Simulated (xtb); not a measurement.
xtb input (GFN1-xTB):

```bash
xtb mol.xyz --gfn 1 --sp --chrg 0 --uhf 0
```
mol.xyz:
```
10

F     -1.80537450    -1.26737164     0.18433281
C     -0.70303524    -0.51860568     0.07300039
C     -0.83437275     0.86813706     0.01451946
N      0.24414809     1.62940031    -0.09580131
C      1.42611875     1.00949840    -0.14601652
C      1.52422660    -0.37213514    -0.08552505
N      0.43952253    -1.14561407     0.02580985
H     -1.80754911     1.34165226     0.05765699
H      2.30883328     1.63037846    -0.23620272
H      2.48376784    -0.87355749    -0.12637912
```

Output:

```
           -------------------------------------------------
          |                Calculation Setup                |
           -------------------------------------------------

           -------------------------------------------------
          |                 G F N 1 - x T B                 |
           -------------------------------------------------

        Reference                      10.1021/acs.jctc.7b00118
      * Hamiltonian:
        H0-scaling (s, p, d)           1.850000    2.250000    2.000000
        zeta-weighting                 0.000000
      * Dispersion:
        s8                             2.400000
        a1                             0.630000
        a2                             5.000000
        s9                             0.000000
      * Repulsion:
        kExp                           1.500000
        rExp                           1.000000
      * Coulomb:
        alpha                          2.000000
        third order                    atomic
        anisotropic                    false
      * Halogen bond correction:
        rad-scale                      1.300000
        damping                        0.440000

          ...................................................
          :                      SETUP                      :
          :.................................................:
          :  # basis functions                  34          :
          :  # atomic orbitals                  34          :
          :  # shells                           20          :
          :  # electrons                        36          :
          :  # halogen bonds                     0          :
          :  max. iterations                   250          :
          :  Hamiltonian                  GFN1-xTB          :
          :  restarted?                      false          :
          :  GBSA solvation                  false          :
          :  PC potential                    false          :
          :  electronic temp.          300.0000000     K    :
          :  accuracy                    1.0000000          :
          :  -> integral cutoff          0.2500000E+02      :
          :  -> integral neglect         0.1000000E-07      :
          :  -> SCF convergence          0.1000000E-05 Eh   :
          :  -> wf. convergence          0.2000000E-04 e    :
          :  Broyden damping             0.4000000          :
          :  net charge                          0          :
          :  unpaired electrons                  0          :
          ...................................................

 iter      E             dE          RMSdq      gap      omega  full diag
   1    -21.7572855 -0.217573E+02  0.888E+00    3.05       0.0  T
   2    -21.7840329 -0.267474E-01  0.532E+00    3.01       1.0  T
   3    -21.7783237  0.570919E-02  0.106E+00    2.97       1.0  T
   4    -21.7865345 -0.821073E-02  0.132E-01    2.98       1.0  T
   5    -21.7866947 -0.160293E-03  0.414E-02    2.99       1.0  T
   6    -21.7867110 -0.162460E-04  0.597E-03    2.99       5.3  T
   7    -21.7867112 -0.228065E-06  0.649E-04    2.99      48.8  T
   8    -21.7867112 -0.313063E-08  0.219E-04    2.99     144.1  T
   9    -21.7867112 -0.223913E-09  0.123E-04    2.99     256.1  T
  10    -21.7867112 -0.363016E-10  0.353E-05    2.99     897.1  T

   *** convergence criteria satisfied after 10 iterations ***

         #    Occupation            Energy/Eh            Energy/eV
      -------------------------------------------------------------
         1        2.0000           -0.8763825             -23.8476
       ...           ...                  ...                  ...
        12        2.0000           -0.5442550             -14.8099
        13        2.0000           -0.5441214             -14.8063
        14        2.0000           -0.5168714             -14.0648
        15        2.0000           -0.4948764             -13.4663
        16        2.0000           -0.4846031             -13.1867
        17        2.0000           -0.4600107             -12.5175
        18        2.0000           -0.4268424             -11.6150 (HOMO)
        19                         -0.3169818              -8.6255 (LUMO)
        20                         -0.2859025              -7.7798
        21                         -0.1778818              -4.8404
        22                         -0.1232195              -3.3530
        23                         -0.1115137              -3.0344
       ...                                ...                  ...
        34                          0.6284546              17.1011
      -------------------------------------------------------------
                  HL-Gap            0.1098607 Eh            2.9895 eV
             Fermi-level           -0.3719121 Eh          -10.1202 eV

 SCC (total)                   0 d,  0 h,  0 min,  0.008 sec
 SCC setup                      ...        0 min,  0.000 sec (  1.549%)
 Dispersion                     ...        0 min,  0.000 sec (  0.453%)
 classical contributions        ...        0 min,  0.000 sec (  0.184%)
 integral evaluation            ...        0 min,  0.002 sec ( 19.990%)
 iterations                     ...        0 min,  0.002 sec ( 21.060%)
 molecular gradient             ...        0 min,  0.004 sec ( 53.830%)
 printout                       ...        0 min,  0.000 sec (  2.786%)

         :::::::::::::::::::::::::::::::::::::::::::::::::::::
         ::                     SUMMARY                     ::
         :::::::::::::::::::::::::::::::::::::::::::::::::::::
         :: total energy             -21.558130580200 Eh    ::
         :: gradient norm              0.016051000581 Eh/a0 ::
         :: HOMO-LUMO gap              2.989460803699 eV    ::
         ::.................................................::
         :: SCC energy               -21.786711221575 Eh    ::
         :: -> electrostatic           0.044556362747 Eh    ::
         :: repulsion energy           0.232362388903 Eh    ::
         :: dispersion energy         -0.003781747527 Eh    ::
         :: halogen bond corr.         0.000000000000 Eh    ::
         :: add. restraining           0.000000000000 Eh    ::
         :: total charge               0.000000000000 e     ::
         :::::::::::::::::::::::::::::::::::::::::::::::::::::

           -------------------------------------------------
          |                Property Printout                |
           -------------------------------------------------

    * Orbital Energies and Occupations

         #    Occupation            Energy/Eh            Energy/eV
      -------------------------------------------------------------
         1        2.0000           -0.8763825             -23.8476
       ...           ...                  ...                  ...
         6        2.0000           -0.6570886             -17.8803
         7        2.0000           -0.6124082             -16.6645
         8        2.0000           -0.6023183             -16.3899
         9        2.0000           -0.5968992             -16.2425
        10        2.0000           -0.5894564             -16.0399
        11        2.0000           -0.5572992             -15.1649
        12        2.0000           -0.5442550             -14.8099
        13        2.0000           -0.5441214             -14.8063
        14        2.0000           -0.5168714             -14.0648
        15        2.0000           -0.4948764             -13.4663
        16        2.0000           -0.4846031             -13.1867
        17        2.0000           -0.4600107             -12.5175
        18        2.0000           -0.4268424             -11.6150 (HOMO)
        19                         -0.3169818              -8.6255 (LUMO)
Note: The following floating-point exceptions are signalling: IEEE_DENORMAL
normal termination of xtb
        20                         -0.2859025              -7.7798
        21                         -0.1778818              -4.8404
        22                         -0.1232195              -3.3530
        23                         -0.1115137              -3.0344
        24                         -0.1041979              -2.8354
        25                         -0.0077856              -0.2119
        26                          0.1736141               4.7243
        27                          0.1959059               5.3309
        28                          0.2303389               6.2678
        29                          0.3120671               8.4918
       ...                                ...                  ...
        34                          0.6284546              17.1011
      -------------------------------------------------------------
                  HL-Gap            0.1098607 Eh            2.9895 eV
             Fermi-level           -0.3719121 Eh          -10.1202 eV

  Mulliken/CM5 charges         n(s)   n(p)   n(d)
     1F    -0.24201 -0.25916   1.824  5.418  0.000
     2C     0.37815  0.48121   1.012  2.610  0.000
     3C     0.10187  0.13788   1.028  2.870  0.000
     4N    -0.29141 -0.48376   1.545  3.746  0.000
     5C     0.10942  0.13861   1.030  2.860  0.000
     6C     0.12303  0.15225   1.035  2.842  0.000
     7N    -0.31103 -0.49842   1.532  3.779  0.000
     8H     0.05256  0.11949   0.947  0.000  0.000
     9H     0.03856  0.10480   0.961  0.000  0.000
    10H     0.04086  0.10709   0.959  0.000  0.000

Wiberg/Mayer (AO) data.
largest (>0.10) Wiberg bond orders for each atom

 ---------------------------------------------------------------------------
     #   Z sym  total        # sym  WBO       # sym  WBO       # sym  WBO
 ---------------------------------------------------------------------------
     1   9 F    1.093 --     2 C    0.950
     2   6 C    3.870 --     7 N    1.435     3 C    1.342     1 F    0.950
     3   6 C    3.974 --     4 N    1.457     2 C    1.342     8 H    0.970
                             6 C    0.122
     4   7 N    3.039 --     3 C    1.457     5 C    1.394     7 N    0.105
     5   6 C    3.972 --     6 C    1.452     4 N    1.394     9 H    0.972
     6   6 C    3.967 --     5 C    1.452     7 N    1.377    10 H    0.973
                             3 C    0.122
     7   7 N    3.041 --     2 C    1.435     6 C    1.377     4 N    0.105
     8   1 H    1.009 --     3 C    0.970
     9   1 H    1.011 --     5 C    0.972
    10   1 H    1.011 --     6 C    0.973
 ---------------------------------------------------------------------------

Topologies differ in total number of bonds
Writing topology from bond orders to xtbtopo.mol

 dipole moment from electron density (au)
     X       Y       Z
   0.5774   0.4207  -0.0597  total (Debye):    1.822

           -------------------------------------------------
          | TOTAL ENERGY              -21.558130580200 Eh   |
          | GRADIENT NORM               0.016051000581 Eh/α |
          | HOMO-LUMO GAP               2.989460803699 eV   |
           -------------------------------------------------

------------------------------------------------------------------------
------------------------------------------------------------------------
 total:
 SCF:
```
